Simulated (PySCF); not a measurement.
Computed structure and properties of [Ce(PH3)]3+

System: [Ce(PH3)]3+ (singlet in the valence; each metal's 4f electrons, 1 of them, lie in its core potential, out of spins and levels); start: template (C3v). Method: PySCF 2.14.0, RKS PBE0, Ce lcecp-1-SVP with ECP47, P def2-SVP, H def2-SVP; non-relativistic Hamiltonian with scalar-relativistic core potentials where named; density fitting; no spin-orbit coupling.

Input of the relaxation:

```python
mol = gto.M(atom='''
Ce     0.00000     0.00000    -0.59696
P      0.00000     0.00000     2.39054
H      1.21001    -0.00000     3.13374
H     -0.60500     1.04790     3.13374
H     -0.60501    -1.04789     3.13374''',
    basis={'Ce': 'lcecp-1-SVP', 'P': 'def2-SVP', 'H': 'def2-SVP'},
    ecp={'Ce': 'lcecp-1-SVP'},
    charge=3, spin=0)
mf = dft.RKS(mol, xc='PBE0')
mf.grids.atom_grid = (50, 194)  # f atoms: unpruned, at least (60, 302)
mf = mf.density_fit()  # fitting sets: Ce AutoAux, P def2-universal-JKFIT, H def2-universal-JKFIT
mf.conv_tol = 1e-08; mf.max_cycle = 55
mf.kernel(dm0)  # dm0: converged density of the start geometry
# quasi-Newton relaxation in Cartesian coordinates to a largest gradient under 0.00045 Eh/bohr, steps kept in the point group
```

Run from Python with OMP_NUM_THREADS=2; the lines above give its settings. Where DIIS fails, smearing, a level shift and second-order steps follow.
It took 6.9 s on 2 threads of Arm Neoverse V2 (shared host), from the converged density of the start.

Course of the relaxation:

```json
{"step": "0", "energy above end (eV)": "0.2453", "largest force component within the symmetry (eV/Å)": "1.350"}
{"step": "1", "energy above end (eV)": "0.0516", "largest force component within the symmetry (eV/Å)": "1.032"}
{"step": "2", "energy above end (eV)": "0.0061", "largest force component within the symmetry (eV/Å)": "0.400"}
{"step": "3", "energy above end (eV)": "0.0006", "largest force component within the symmetry (eV/Å)": "0.112"}
{"step": "4", "energy above end (eV)": "0.0000", "largest force component within the symmetry (eV/Å)": "0.010"}
{"step": "5", "energy above end (eV)": "0.0000", "largest force component within the symmetry (eV/Å)": "0.008"}
```

Relaxed geometry (C3v):

```xyz
5

Ce    0.0000    0.0000   -0.5159
P     0.0000    0.0000    2.5244
H     1.3212    0.0000    3.0621
H    -0.6606    1.1442    3.0621
H    -0.6606   -1.1442    3.0621
```

| contact | Å |
| --- | --- |
| Ce1–P2 (PH3) | 3.040 |

On the finer grid (75, 302):

| Property | Result |
| --- | --- |
| HOMO | -23.53 eV |
| LUMO | -19.07 eV |
| Dipole about the centre of mass | 1.50 D |
| Set of Mulliken populations of Ce1 outside the core potential | s 2.11, p 6.05, d 0.48, f 0.01 |
| D3(BJ) dispersion energy (not in the energies) | -0.084 eV |

| atom | Mulliken (e) | Löwdin (e) | spin (e) |
| --- | --- | --- | --- |
| Ce1 | 2.36 | 2.18 | 0.00 |
| P2 | -0.08 | 0.52 | 0.00 |
| H3 | 0.24 | 0.10 | 0.00 |
| H4 | 0.24 | 0.10 | 0.00 |
| H5 | 0.24 | 0.10 | 0.00 |

The 4f levels lie in the core potential and are missing. Their spin isn't counted.

A rough frequency check found all modes real, so this is a minimum.

Taking off one PH3 (charge 0, singlet; the rest: singlet) in vacuum, both parts rigid, costs 4.94 eV; the small basis without counterpoise inflates it. Parting with an electron moved from the ligand to the metal can be far cheaper, even downhill.

Rigid scan of PH3 along the line from its metal:

distance to P2 (Å), energy (eV) and a bar:
```
     2.74      0.271 ##############################
     2.84      0.107 ############
     2.94      0.024 ###
     3.04      0.000 
     3.14      0.021 ##
     3.24      0.073 ########
     3.44      0.236 ##########################
```

One start shape was tried, so this needn't be the lowest isomer.

An lcecp potential fixes the number of 4f electrons, so in runs with it no electron can move into or out of that shell.
